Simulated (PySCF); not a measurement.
Computed IR spectrum (relative IR intensity) of a molecule C4H6O2. Coordinates come from a PBE0-D3(BJ)/def2-SVP optimisation. The values are those of a single conformer. All values below come from PBE0-D3(BJ)/def2-SVP (PySCF). Frequencies are harmonic and unscaled.

| ν (cm⁻¹) | relative intensity |
|---|---|
| 488 | 4.2 |
| 720 | 22 |
| 862 | 2.0 |
| 926 | 23 |
| 1074 | 15 |
| 1117 | 2.9 |
| 1126 | 3.8 |
| 1146 | 5.2 |
| 1250 | 100 |
| 1401 | 8.1 |
| 1411 | 26 |
| 1455 | 4.0 |
| 1725 | 16 |
| 3073 | 19 |
| 3178 | 3.7 |
| 3301 | 2.0 |

Problem. Which molecule gave these data?
A. COC1=CCO1
B. CC1OC=CO1
C. C1=COCOC1
D. C=COCC=O

Solution. B, CC1OC=CO1
